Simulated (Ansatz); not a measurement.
Consider the formal hydrolysis of the Sn–As bond: `[F][SnH2][AsH2]` + H₂O → `[OH][SnH2][F]` + arsine.

Calculated with Ansatz (gas phase, PBE0-D4/def2-TZVP geometries, no zero-point term in ΔE). CCSD(T)/CBS adds triple-zeta CCSD(T) − MP2 to the extrapolated MP2 energy (def2 sets, frozen cores). This one scheme is used for every species. DFT in def2-TZVPP. HSE06 is defined as in plane-wave codes. Elements past krypton have def2 core potentials. For As, Sn outer-core shells are correlated without core-valence functions, which leaves a few kJ/mol of doubt a bond. Scalar relativity is left out up to krypton. One conformer a species, not always the lowest.

Task: Is it downhill or uphill in electronic energy at CCSD(T)/CBS, and by how much? (Best estimate.)

Result: Ansatz gave: Uphill: ΔE = +8.3 kcal/mol.

Task: What do these levels give: PBE-D4, BLYP-D4, r2SCAN-D4, r2SCANh-D4, HSE06-D4, CAM-B3LYP-D4, PBE-QIDH, CCSD(T)/def2-SVP, MP2/def2-TZVPP, MP2/def2-QZVPP, MP2/CBS(def2), CCSD/CBS(def2)? (Estimate.)

Result: Computed: PBE-D4 9.1, BLYP-D4 7.2, r2SCAN-D4 7.2, r2SCANh-D4 7.8, HSE06-D4 9.8, CAM-B3LYP-D4 6.0, PBE-QIDH 8.5, CCSD(T)/def2-SVP 5.6, MP2/def2-TZVPP 7.6, MP2/def2-QZVPP 8.5, MP2/CBS(def2) 9.3, CCSD/CBS(def2) 8.2 kcal/mol.

Largest T1 diagnostic among the species: 0.014.

At CCSD(T), def2-SVP lies −2.6 kcal/mol from the extrapolated value and def2-TZVPP −1.7 kcal/mol. Leaving LDA and LC-ωPBE aside and taking each functional with its dispersion term where it has one, the values, not all of them listed here, spread over 5.6 kcal/mol, from B97M-V to HSE06-D4. The D4 term adds +1.1 kcal/mol with B3LYP and +0.6 kcal/mol with PBE0; it sums over pairs of atoms, weighted by their polarisabilities, and B3LYP, whose exchange is more repulsive, gets the larger term.

B3LYP here is the variant with VWN-RPA as its local correlation; programs differ in this.
